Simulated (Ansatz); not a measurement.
Two isomers of C3H7GeN: A = `N=C1C[CH]1[GeH3]`, B = `[CH3][GeH]([CH3])[C]#N`.

Calculated with Ansatz (gas phase, PBE0-D4/def2-TZVP geometries, no zero-point term in ΔE). CCSD(T)/CBS is the MP2 limit (def2-TZVPP, def2-QZVPP) plus CCSD(T) − MP2 in def2-TZVPP, frozen cores. Functionals use def2-TZVPP. B3LYP here is the variant with VWN-RPA as its local correlation; programs differ in this. For Ge outer-core shells are correlated without core-valence functions, which leaves a few kJ/mol of doubt a bond. Scalar relativity is left out up to krypton. Each species was taken in one conformer, which may not be the lowest.

(1) Which is lower in electronic energy at CCSD(T)/CBS, and by how much? (An estimate is asked.)

(2) Give E(B) − E(A) in kcal/mol with r2SCAN-D4, B2PLYP, PBE0-D4, B3LYP-D4, CCSD(T)/def2-TZVPP, HF/def2-TZVPP, ωB97M-V. (Estimate.)

Largest T1 diagnostic: 0.012.

Results:

(1) Computed: B, by 57.6 kcal/mol.

(2) Ansatz gave: r2SCAN-D4 -50.8, B2PLYP -58.2, PBE0-D4 -48.1, B3LYP-D4 -53.8, CCSD(T)/def2-TZVPP -59.4, HF/def2-TZVPP -62.3, ωB97M-V -54.7. None reverses the order clearly.

From PBE to PBE0 (25 % exact exchange), in def2-TZVPP and without D4, E(B) − E(A) moves by −1.1 kcal/mol. In def2-TZVPP, CCSD(T) changes the Hartree–Fock value by +2.9 kcal/mol (the triples alone add +0.5 kcal/mol) and MP2 by +1.1 kcal/mol.
